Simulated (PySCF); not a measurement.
Identify the unknown among the candidates.

All candidates are C6H7F2N.

* Triplet: lowest triplet excitation (Tamm–Dancoff): 6.47 eV [TDA CAM-B3LYP/def2-SVPD]
* UV, first state: lowest singlet excitation: 7.79 eV (159 nm, f = 0.000) [TDDFT CAM-B3LYP/def2-SVPD]
* Dipole: 4.94 D [CAM-B3LYP/def2-SVPD]
* Rotational structure: rotational constants A, B, C: 2.965, 1.155, 0.965 GHz [GFN2-xTB]
* UV, strongest line: among the 8 lowest singlet transitions: S7 at 9.20 eV (135 nm, f = 0.025) [TDDFT CAM-B3LYP/def2-SVPD]
* Polarisability: 70.9 au [CAM-B3LYP/def2-SVPD]

The electronic properties come from PySCF, for the isolated species, density fitting. Levels stand in brackets. One conformer (not necessarily the lowest) at the GFN2-xTB geometry, without solvent, vibrations or thermal averaging.

Question: Which candidate is it?
A. `FC(F)Cn1cccc1`
B. `N#C[C@@H]1C[C@H](F)C[C@@H]1F`
C. `N#C[C@@]1(F)CC[C@@H](F)C1`

Answer: B. It is `N#C[C@@H]1C[C@H](F)C[C@@H]1F`. Numbering: `[N:1]#[C:2][C@@H:3]1[CH2:4][C@H:5]([F:6])[CH2:7][C@@H:8]1[F:9]`. Its formula, C6H7F2N, gives 3 degrees of unsaturation: 1 ring and 2 π bonds in the structure found. The optimised geometry has point group C1 and is an asymmetric top.

The others, at the same levels:
- `FC(F)Cn1cccc1` fails: its computed lowest singlet excitation is 6.19 eV (200 nm, f = 0.064) (against 7.79 eV), lowest triplet excitation (Tamm–Dancoff) is 4.33 eV (against 6.47 eV) and static isotropic polarisability is 76.5 au (against 70.9 au).
- `N#C[C@@]1(F)CC[C@@H](F)C1` fails: its computed lowest singlet excitation is 7.39 eV (168 nm, f = 0.001) (against 7.79 eV), rotational constant A is 2.668 GHz (against 2.965 GHz) and smallest rotational constant is 1.084 GHz (against 0.965 GHz).

Each candidate is one conformer, not necessarily the lowest. The conformers computed, where there is a choice (atom-mapped SMILES and torsion angles):
- `[F:1][CH:2]([F:3])[CH2:4][n:5]1[cH:6][cH:7][cH:8][cH:9]1`: F1–C2–C4–N5 78°, C2–C4–N5–C6 95°

The conformers of `N#C[C@@H]1C[C@H](F)C[C@@H]1F` and `N#C[C@@]1(F)CC[C@@H](F)C1` aren't listed.
